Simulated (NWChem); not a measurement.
System: Br anion

All runs: NWChem. Static field.

For level Hartree-Fock/aug-cc-pVTZ:

- isotropic polarisability (bohr³) = 36.9

**Question.** Estimate the same quantities for level Hartree-Fock/def2-TZVPD.

**Answer.** The isotropic polarisability (bohr³) is 38.6.
